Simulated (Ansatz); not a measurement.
C5H9B, SMILES C(C)B(C)C#C.

Geometry optimised at B3LYP-D3(BJ)/def2-SVP. The structure was generated by enumeration, and PubChem lists no compound with its InChIKey, so it may never have been made. One conformer was computed; it need not be the lowest.

Two levels are set side by side: PBE/def2-SVPD (Ansatz, an electronic-structure program) and CAM-B3LYP/def2-SVPD (Ansatz). Energy differences of separate SCF runs at the same geometry; the states with an electron removed or added have multiplicity 2 and 2. Differences are taken from unrounded values.

```json
[
 {"quantity": "vertical ionisation energy (eV)", "CAM-B3LYP": "9.97"},
 {"quantity": "vertical singlet–triplet gap (eV)", "CAM-B3LYP": "4.34"}
]
```

Problem. What does PBE give, and how far is it from CAM-B3LYP? (The exact figures need the calculation; the answer reports its results.)

Solution. 
| quantity | PBE | PBE minus CAM-B3LYP |
|---|---|---|
| vertical ionisation energy (eV) | 9.39 | -0.58 |
| vertical singlet–triplet gap (eV) | 3.88 | -0.46 |
